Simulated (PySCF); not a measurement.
BCl, SMILES [B]Cl (connectivity only; charge and spin as stated), charge +1, multiplicity 2.

Coordinates come from a B3LYP-D3(BJ)/def2-TZVPD optimisation.

Method: PySCF with CAM-B3LYP/def2-TZVPD.

Isolated molecule, no solvent.

```json
{
  "total_energy": "-484.63511 hartree",
  "point_group": "C∞v",
  "α spin, highest occupied and lowest empty level": "-18.94 and -8.82 eV",
  "β spin, highest occupied and lowest empty level": "-20.23 and -10.89 eV",
  "dipole_moment_about_the_centre_of_nuclear_charge": "2.87 D",
  "mean_static_polarisability": "20.1 bohr³ (2.98 Å³)",
  "polarisability_principal_values": "17.6, 17.6, 25.1 bohr³",
  "⟨S²⟩": "0.755 (pure state 0.75)"
}
```
